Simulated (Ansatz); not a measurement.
Basis-set extrapolation for H5O2Si2 (`O[SiH]O[SiH3]`) radical (PBE0-D4/def2-TZVP geometry, frozen core, the Gaussian-basis code of Ansatz). Multiplicity 2, UHF reference.

|  | def2-TZVPP | def2-QZVPP |
| --- | --- | --- |
| HF | -730.700668 | -730.727802 |
| MP2 correlation | -0.698262 | -0.754960 |
| CCSD(T) correlation | -0.757636 | not run |

Energies in hartree. Use E(X) = E(∞) + A·exp(−7.88·√X) for Hartree–Fock and E(X) = E(∞) + B·X^(−2.97) for correlation, with X = 3 and 4, and add CCSD(T) minus MP2 of the smaller set to the MP2 limit.

Problem. What is the CCSD(T) energy at the basis-set limit?

Solution. HF limit: -730.727802 + (-0.027134) × 0.13774 = -730.73154. MP2 limit: -0.754960 + (-0.056698) × 0.74074 = -0.79696. Higher-order term: -0.757636 − (-0.698262) = -0.05937. Total: -731.58787 hartree, 340.2 kJ/mol below CCSD(T)/def2-TZVPP.
